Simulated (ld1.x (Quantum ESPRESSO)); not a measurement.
**What one change does to a pseudopotential (Ba (Z = 56), TM)**

```
Element                 : barium (Ba)
Generator               : ld1.x (Quantum ESPRESSO) 7.5
Type                    : norm-conserving Troullier–Martins (Kleinman–Bylander form)
Functional              : PBE
Relativity              : scalar-relativistic
Frozen core             : [Xe]
Valence charge          : 2
Reference configuration : 5d0 6s2 6p0
Partial waves           : 6s (bound): rc 3.85 bohr; 6p (bound, empty): rc 3.80 bohr; 5d (bound, empty): rc 4.20 bohr
Local potential         : all-electron potential smoothed inside 3.65 bohr (lloc = -2)
Core correction         : none
```

Change: core correction a·sin(br)/r model core inside 2.38 bohr.

Cutoffs: the cutoffs (Ry, on a coarse ladder) from which the occupation-weighted sum of valence levels, in a spherical-Bessel basis at the reference potential, stays within 10 and 1 mRy of its value at 400 Ry; they do not see the model core or the augmentation charge, which bear on the density cutoff. Errors are all-electron minus pseudo energies relative to the spin-unpolarised reference configuration.

**Question.** Predict the effect on cutoff, ghosts and configuration errors.

**Answer.** Both files are so soft that the ladder of cutoffs tells neither apart; of the 7 tests that both files solve, the error grows in 0 and shrinks in 6 by more than 15 % and 0.3 meV (median size 112.2 → 7.7 meV); neither file shows a bound ghost. Exchange and correlation are not linear in the density, so unscreening with the valence charge alone errs where core and valence overlap; a model core restores that term. A model core, the more so a compact one, raises the density cutoff, which this test does not measure.

```tsv
quantity	base	changed
cutoff, loose	6 Ry	6 Ry
cutoff, tight	6 Ry	6 Ry
bound ghosts	none	none
error for 5d0 6s1 6p0, meV [ΔE 5.36 eV]	+11	-1.7
error for 5d0 6s1.5 6p0, meV [ΔE 2.14 eV]	+0.4	+0.2
error for 5d0 6s1 6p1, meV [ΔE 2.03 eV]	+35	-2.9
error for 5d0 6s0 6p1, meV [ΔE 7.96 eV]	+215	+13
error for 5d0 6s0 6p2, meV [ΔE 4.14 eV]	+162	-7.7
error for 5d0.5 6s1.5 6p0, meV [ΔE 0.64 eV]	+112	-13
error for 5d1 6s0 6p0, meV [ΔE 6.04 eV]	+463	-62
s: phases at 4.57 bohr within 0.05 rad from the reference energy up to (Ry; the scan ends near 5)	0.3	0.3
p: phases at 4.57 bohr within 0.05 rad from the reference energy up to (Ry; the scan ends near 5)	0.1	0.1
d: phases at 4.57 bohr within 0.05 rad from the reference energy up to (Ry; the scan ends near 5)	0.6	0.6
```
